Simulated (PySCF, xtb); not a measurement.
H₃O, SMILES [OH3+], charge +1.

GFN2-xTB run with xtb 6.7.1 at its own geometry gives an orbital gap of 13.85 eV.

Coordinates come from a PBE0-D3(BJ)/def2-TZVPD optimisation. The isomer is the one that the SMILES or the coordinates give; other isomers of the formula were not compared.

### Question
What does PySCF with M06-2X/def2-TZVPD give? (An estimate is asked for; the answer gives what the named calculation found.)

### Answer
gap 16.15 eV (levels -22.72 and -6.57 eV).
